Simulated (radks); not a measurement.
The niobium ion Nb4+, configuration [Kr] 4d1.

All-electron calculation, Dirac Kohn-Sham, PBE, spin-unpolarised, spherical densities, point nucleus; open shells fill j = l - 1/2 first. Program: a radial shooting solver on a logarithmic mesh with Libxc functionals.

Energy parts (eV):
| part | energy |
|---|---|
| total | -103868.372 |
| kinetic | 107527.049 |
| electron-nucleus | -249123.913 |
| Hartree | 40926.255 |
| exchange-correlation | -3197.763 |

Orbitals (lengths in bohr, moments of r in powers of bohr; r(max) is where P^2 peaks):
| orbital | occ. | eigenvalue (eV) | r(max) |
|---|---|---|---|
| 1s1/2 | 2 | -18846.78 | 0.02349 |
| 2s1/2 | 2 | -2676.475 | 0.1333 |
| 2p1/2 | 2 | -2460.029 | 0.1039 |
| 2p3/2 | 4 | -2364.257 | 0.1076 |
| 3s1/2 | 2 | -485.5830 | 0.3956 |
| 3p1/2 | 2 | -404.1159 | 0.3832 |
| 3p3/2 | 4 | -388.5873 | 0.3924 |
| 3d3/2 | 4 | -244.8313 | 0.3328 |
| 3d5/2 | 6 | -241.9378 | 0.3355 |
| 4s1/2 | 2 | -103.3801 | 1.025 |
| 4p1/2 | 2 | -80.2615 | 1.093 |
| 4p3/2 | 4 | -77.9860 | 1.116 |
| 4d3/2 | 1 | -43.5493 | 1.346 |
| 4d5/2 | 0 | -43.2805 | 1.355 |

The highest occupied level is 4d3/2 at -43.549 eV. Summed over all electrons, <r^2> = 20.87 bohr^2, which gives a Langevin (diamagnetic) susceptibility term of -16.5 x 10^-6 cm^3/mol.
